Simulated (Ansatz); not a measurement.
`OB(S)[SiH2][SiH3]` at its PBE0-D4/def2-TZVP geometry, where that method's forces vanish. The species carries charge 0 and has multiplicity 1.

```xyz
12

O     0.2915    1.5907    1.8226
B    -0.0080    1.4148    0.5121
S     0.5710    2.6257   -0.7128
Si   -1.0180   -0.2481   -0.0350
Si    0.5121   -1.9981   -0.3191
H     0.8020    2.3800    2.0301
H     0.0163    2.0486   -1.7886
H    -2.0340   -0.6477    0.9784
H    -1.7123   -0.0261   -1.3369
H    -0.1681   -3.2532   -0.7399
H     1.2400   -2.2561    0.9525
H     1.5075   -1.6304   -1.3633
```

Question: What forces (eV/Å) does r2SCAN-D4/def2-TZVPP give on these atoms in Ansatz? (Best estimate.)

Answer: Ansatz gave: 
```
O1   0.030 -0.003  0.205
B2  -0.093 -0.105 -0.145
S3   0.044  0.083 -0.062
Si4 -0.025  0.011 -0.001
Si5  0.013 -0.021 -0.003
H6   0.024  0.036  0.007
H7   0.000  0.002 -0.012
H8   0.007 -0.004 -0.008
H9   0.007 -0.006  0.017
H10  0.018  0.017  0.007
H11 -0.010  0.002 -0.025
H12 -0.016 -0.011  0.020
```
